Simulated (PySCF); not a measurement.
Os⁺: ionisation energy

Os⁺ [Xe] 4f14 5d6 6s1 (6D) → Os²⁺ [Xe] 4f14 5d6 (5D), as a difference of total energies. Calculation: PySCF 2.14, in aug-cc-pVDZ-PP with ECP60MDF (5s5p4d2f, 54 functions); scalar relativity through the core potential. Correlated levels: valence: 5s2 5p6 frozen. The calculations carry no spin-orbit coupling.

```csv
method,ionisation energy (eV)
UHF,15.998
MP2 (valence),16.782
SCS-MP2 (valence),16.453
CCSD (valence),16.745
CCSD(T) (valence),16.755
```

Question: How much does correlation contribute at CCSD(T) (valence)?

Answer: 16.755 − (15.998) = 0.757 eV, measured against UHF.

The reference lies between the lowest fine-structure levels, while these numbers refer to the centres of the terms.

Errors of the correlated levels include the incompleteness of this basis and the frozen core.

For comparison: 17 ± 1 eV (semi-empirical (NIST evaluation); NIST Atomic Spectra Database, ionization energies).
